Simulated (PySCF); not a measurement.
C₈H₉FO.
Atom-mapped SMILES: `[CH:1]#[C:2][C@@H:3]([CH3:4])[C@:5]1([F:6])[CH:7]=[CH:8][O:9][CH2:10]1` (hydrogens: H11 on C1; H12 on C3; H13, H14, H15 on C4; H16 on C7; H17 on C8; H18, H19 on C10)

Structure used (PBE0-D3(BJ)/def2-SVP), in Å, numbered top down from 1:
```xyz
19
C8H9FO angstrom
C     -1.2680    2.4449   -0.1103
C     -1.0968    1.3044    0.2593
C     -0.9020   -0.0808    0.6748
C     -1.9888   -1.0025    0.1162
C      0.5139   -0.5716    0.3166
F      0.5807   -1.8820    0.7996
C      1.6419    0.2381    0.8659
C      2.5009    0.4751   -0.1327
O      2.1341    0.0075   -1.3378
C      0.8372   -0.5639   -1.1856
H     -1.4162    3.4587   -0.4325
H     -0.9521   -0.1176    1.7778
H     -2.9819   -0.6716    0.4501
H     -1.9878   -0.9965   -0.9844
H     -1.8197   -2.0299    0.4637
H      1.7523    0.5268    1.9086
H      3.4603    0.9949   -0.1156
H      0.1241    0.0529   -1.7535
H      0.8433   -1.5891   -1.5812
```

The calculation used TDDFT CAM-B3LYP/def2-SVPD, vertical, gas phase, core orbitals frozen in the response in PySCF.

Ground-to-excited transition dipoles (e·a0, same axes as the geometry; the sign carries no meaning), for the states with f of 0.002 or more among the lowest 9:

```tsv
state	E (eV)	μx	μy	μz
S1	6.278	-0.686	-0.115	0.713
S3	6.680	0.231	-0.246	0.043
S4	6.740	0.010	0.115	-0.021
S5	6.758	-0.149	-0.060	0.063
S7	7.506	-0.164	0.082	0.159
S8	7.525	0.130	0.002	-0.124
S9	7.724	0.322	0.203	0.152
```

Problem. Work out the oscillator strengths.

Solution. f = (2/3) ΔE |μ|² with ΔE in hartree (27.2114 eV).

```
state  |μ|² (au)  |μ| (D)      f
   S1      0.993     2.53  0.153
   S3      0.116     0.86  0.019
   S4      0.014     0.30  0.002
   S5      0.030     0.44  0.005
   S7      0.059     0.62  0.011
   S8      0.032     0.46  0.006
   S9      0.168     1.04  0.032
```

Problem. Which bond between heavy atoms lies closest to the direction of the S1 transition dipole?

Solution. C7–C8, at 5° from it; next C5–C10 at 32°.

Problem. What angle do the transition dipoles of S1 and S3 make?

Solution. |cos θ| = |μa·μb| / (|μa| |μb|) = 0.29, so θ ≈ 73° (taken between 0 and 90°, since the signs are arbitrary).

Problem. How is the summed strength of these states shared among x, y and z?

Solution. (2/3) Σ ΔE μα² gives 0.113 for x, 0.024 for y and 0.091 for z, 0.228 in all.

Problem. What peak molar absorption coefficient would the strongest computed level give as a lone Gaussian band 0.4 eV wide at half height?

Solution. ε(max) = 2.175×10⁸ f / FWHM, with the width in cm⁻¹. S1: 2.175×10⁸ × 0.1527 / 3226 ≈ 10000 L mol⁻¹ cm⁻¹.

The vertical ionisation energy (ΔSCF) is 8.95 eV, 1.23 eV above S9.

The run took 15 min wall on one thread of an Intel Xeon at 2.50 GHz (shared host), and the process peaked at 1.5 GiB of memory.

One conformer stands for the species.
